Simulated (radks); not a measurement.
Spherical jellium clusters: N electrons in a uniform positive sphere of charge N and radius rs N^(1/3), rs = 2.16 bohr. Method: non-relativistic Kohn-Sham, LDA (Slater exchange, Perdew-Wang correlation), spin-polarised, spherical densities; computed with a radial shooting solver with Libxc functionals. Levels are named by radial order and angular momentum (1s, 1p, 1d, 2s, ...), and open shells are averaged over m. Each electron was tried in the lowest free levels, single moves between levels near the top were tried too, and the lowest total energy was kept; such a search can miss a lower state. Energies include the self-energy of the background; IP and EA are vertical (highest electron removed, lowest free level filled), at fixed background; spill-out counts the electrons outside the background radius R, and alpha is the static dipole polarisability from linear response (closed shells only). A dash means not computed or, for alpha, an open shell; in EA it means that no bound solution was reached, which is typical of self-interaction and does not show that the anion is unstable. Real open-shell clusters deform, which this model forbids.

N                         open shells  2S  E(N+1) + E(N-1) - 2E(N) (eV)  IP (eV)  spill-out (e)  alpha/R^3
1                    1s(up 1, down 0)   1                             -        -           0.60          -
2                                none   0                         2.778    8.242           0.86      2.461
3                    1p(up 1, down 0)   1                        -1.035    4.766           1.30          -
4                    1p(up 2, down 0)   2                        -1.039    6.031           1.60          -
5                    1p(up 3, down 0)   3                         0.324    6.845           1.81          -
6                    1p(up 3, down 1)   2                        -0.873    6.243           2.02          -
7                    1p(up 3, down 2)   1                        -0.682    6.957           2.18          -
8                                none   0                         3.335    7.457           2.31      1.956
9                    2s(up 1, down 0)   1                        -0.490    3.951           2.75          -
10                   1d(up 2, down 0)   2                        -0.520    4.576           2.84          -
11                   1d(up 3, down 0)   3                        -0.478    5.087           3.03          -
12                   1d(up 4, down 0)   4                        -0.437    5.509           3.20          -
13                   1d(up 5, down 0)   5                         0.244    5.865           3.34          -
14  1d(up 5, down 0) 2s(up 1, down 0)   6                         0.069    5.529           3.65          -
15  1d(up 5, down 1) 2s(up 1, down 0)   5                        -0.529    5.599           3.78          -
16                   1d(up 5, down 3)   2                        -0.431    5.957           3.76          -
17                   1d(up 5, down 4)   1                        -0.316    6.239           3.87          -
18                               none   0                         0.204    6.484           3.98      1.730
19                   2s(up 1, down 0)   1                         0.210    6.210           4.21          -
20                               none   0                         2.235    6.043           4.46      1.793
21                   1f(up 1, down 0)   1                        -0.301    3.881           4.63          -
22                   1f(up 2, down 0)   2                        -0.288    4.187           4.78          -
23                   1f(up 3, down 0)   3                        -0.274    4.459           4.92          -
24                   1f(up 4, down 0)   4                        -0.259    4.705           5.04          -
25                   1f(up 5, down 0)   5                        -0.244    4.927           5.16          -
26                   1f(up 6, down 0)   6                        -0.230    5.129           5.27          -
27                   1f(up 7, down 0)   7                         0.523    5.314           5.36          -
28                   1f(up 7, down 1)   6                             -    4.745           5.47          -

All shells are closed at N = 2, 8, 18, 20 (there: 1s2 1p6 1d10 2s2); the second difference of the energy has clear peaks (12 % above both neighbours; the first and last values, which can be the largest, are not judged, and half-filled shells can peak too) at N = 5, 8, 13, 20.
